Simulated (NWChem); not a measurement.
Species: SiH$_{3}$O$_{2}$F; SMILES O[SiH](F)O

```xyz
7

Si     0.0332    -0.0149     0.3475
O      0.6474    -1.4513    -0.1950
O     -1.5294     0.1318    -0.2084
F      0.8720     1.2679    -0.2294
H      0.1844    -0.0130     1.8249
H      0.4289    -1.6734    -1.1175
H     -1.8701     1.0402    -0.2795
```
Atoms are numbered in this order, from 1.

All runs: NWChem. Pople sets run with spherical d functions. The geometry was optimised at PBE-D3(BJ)/def2-SVP.

For level TPSS/6-311G**:

```yaml
highest occupied level (eV): -7.97
dipole (D): 1.56
```

Question: What are these values for level TPSS/3-21G?

Answer: 
| Quantity | Result |
|---|---|
| highest occupied level (eV) | -7.18 |
| dipole (D) | 1.83 |
